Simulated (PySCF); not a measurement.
Start geometry of `S=C1CC[C@@H](n2cccc2)C1` from GFN2-xTB (Å):
```
atom  x, y, z in Å
S1    -3.1967    1.0052    1.6268
C2    -2.1652    0.3410    0.5721
C3    -1.8326    0.8939   -0.7774
C4    -0.9956   -0.1868   -1.4616
C5    -0.3385   -0.9674   -0.3038
N6     0.9003   -0.3612    0.1099
C7     2.1295   -0.7677   -0.3104
C8     3.0725    0.0804    0.1979
C9     2.3870    1.0480    0.9575
C10    1.0547    0.7518    0.8794
C11   -1.3987   -0.9234    0.8034
H12   -1.2581    1.8153   -0.6490
H13   -2.7345    1.1591   -1.3299
H14   -0.2468    0.2264   -2.1356
H15   -1.6400   -0.8588   -2.0291
H16   -0.1084   -1.9941   -0.6052
H17    2.2401   -1.6326   -0.9354
H18    4.1320    0.0163    0.0485
H19    2.8245    1.8633    1.4989
H20    0.2201    1.2486    1.3327
H21   -0.9720   -0.9683    1.8060
H22   -2.0842   -1.7695    0.7035
```

Q: What comes out of this run: PBE0-D3(BJ)/def2-SVP geometry optimisation, gas phase in PySCF 2.14.0?

A: 
```
atom  x, y, z in Å
S1    -2.8416    0.8365    1.5673
C2    -1.8588    0.0495    0.5471
C3    -1.4667    0.4940   -0.8418
C4    -0.7025   -0.6838   -1.4456
C5    -0.0673   -1.3810   -0.2290
N6     1.1680   -0.7415    0.1859
C7     2.3841   -1.0061   -0.3869
C8     3.3140   -0.1327    0.1354
C9     2.6284    0.7001    1.0592
C10    1.3074    0.3045    1.0642
C11   -1.1634   -1.2606    0.8284
H12   -0.8136    1.3772   -0.7334
H13   -2.3414    0.8278   -1.4185
H14    0.0518   -0.3888   -2.1880
H15   -1.3987   -1.3853   -1.9330
H16    0.1746   -2.4314   -0.4470
H17    2.4901   -1.8034   -1.1202
H18    4.3743   -0.1088   -0.1084
H19    3.0540    1.4954    1.6679
H20    0.4648    0.6846    1.6374
H21   -0.8245   -1.3547    1.8690
H22   -1.9044   -2.0624    0.6615
```

The energy falls by 1.9 kcal/mol over 9 energy and gradient evaluations, the largest force component goes from 0.0120 to 2.9e-04 Eh/bohr, and the atoms move by 0.183 Å rms after alignment. Among the bonds, C7–H17, C8–H18, C9–H19 and C10–H20 change most and about equally (+0.016 Å). Bonds longer at the end by more than 0.005 Å: 19 of 23; shorter: 1. Among the angles that change most is C5–C11–H21, from 113.1° to 115.3°. Among the dihedrals that turn most is H16–C5–N6–C7, from 24° to 39°. Rotational constants go from 2120, 606.0, 540.0 to 2016, 627.6, 546.9 MHz. The orientation of the end geometry is arbitrary; only internal coordinates are fixed.

The run used 213 basis functions and 67 SCF cycles in all.

No PBE0-D3(BJ)/def2-SVP frequencies stand behind this structure, so it isn't proved a minimum. One conformer, not necessarily the lowest.
